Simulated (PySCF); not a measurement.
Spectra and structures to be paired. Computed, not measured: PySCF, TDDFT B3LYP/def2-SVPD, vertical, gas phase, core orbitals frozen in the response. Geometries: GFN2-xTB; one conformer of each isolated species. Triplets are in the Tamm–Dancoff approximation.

A. `C=C(C#N)C[SiH3]`
B. `[SiH3][C@](F)(SC)C[SiH3]`
C. `C[Si]1(C)CC1`
D. `Fc1cccc(O[SiH3])c1`
E. `C=CC[SiH3]`

Lowest singlet levels (six at most, fewer where fewer were computed) with oscillator strengths:

1. 212 nm (f 0.264); 195 nm (f 0.006); 187 nm (f 0.002); 181 nm (f 0.006); 179 nm (f 0.076); 172 nm (f 0.011); T1 3.59 eV
2. 195 nm (f 0.001); 185 nm (f 0.387); 176 nm (f 0.035); 170 nm (f 0.051); 169 nm (f 0.005); 166 nm (f 0.002); T1 4.37 eV
3. 236 nm (f 0.009); 219 nm (f 0.008); 205 nm (f 0.028); 202 nm (f 0.001); 198 nm (f 0.002); 190 nm (f 0.016); T1 4.86 eV
4. 239 nm (f 0.023); 217 nm (f 0.000); 211 nm (f 0.089); 196 nm (f 0.003); 193 nm (f 0.000); 187 nm (f 0.003); T1 4.14 eV
5. 224 nm (f 0.000); 192 nm (f 0.017); 190 nm (f 0.002); 190 nm (f 0.125); 182 nm (f 0.000); 176 nm (f 0.014); T1 5.38 eV

Question: Match each spectrum to its molecule.

Answer: 1 = A, 2 = E, 3 = B, 4 = D, 5 = C.
- A: S1 at 5.84 eV, HOMO→LUMO (93%); Löwdin shares by element: HOMO carbon 64% or more, nitrogen 12% (atoms not listed hold the other 24%); LUMO carbon 65% or more, nitrogen 15% (atoms not listed hold the other 19%); HOMO -7.62 and LUMO -1.71 eV.
- B: S1 at 5.26 eV, HOMO→LUMO (83%), HOMO→LUMO+1 (11%); Löwdin shares by element: HOMO sulfur 64%, carbon 18% or more, silicon 4% or more; LUMO sulfur 28%, silicon 18% or more, carbon 8% or more, hydrogen 6% or more (atoms not listed hold the other 41%); HOMO -6.44 and LUMO -0.09 eV.
- C: S1 at 5.55 eV, HOMO→LUMO (99%); Löwdin shares by element: HOMO carbon 52% or more, silicon 26% (atoms not listed hold the other 22%); LUMO carbon 27% or more, silicon 23%, hydrogen 6% or more (atoms not listed hold the other 43%); HOMO -6.17 and LUMO 0.22 eV; point group C2v, 2 of its 6 listed states under f = 0.0005.
- D: S1 at 5.19 eV, HOMO→LUMO (74%), HOMO-1→LUMO+1 (24%); Löwdin shares by element: HOMO carbon 53% or more, oxygen 15% (atoms not listed hold the other 32%); LUMO carbon 67% or more (atoms not listed hold the other 33%); HOMO -6.68 and LUMO -0.65 eV; point group Cs, 2 of its 6 listed states under f = 0.0005.
- E: S1 at 6.37 eV, HOMO→LUMO+1 (98%); Löwdin shares by element: HOMO carbon 77%, silicon 8% (atoms not listed hold the other 15%); LUMO carbon 66%, silicon 10% (atoms not listed hold the other 24%); HOMO -6.97 and LUMO -0.09 eV.
B and D have S1 within 0.08 eV of each other; their strongest listed levels stand at 6.03 eV (f 0.028) and 5.88 eV (f 0.089).
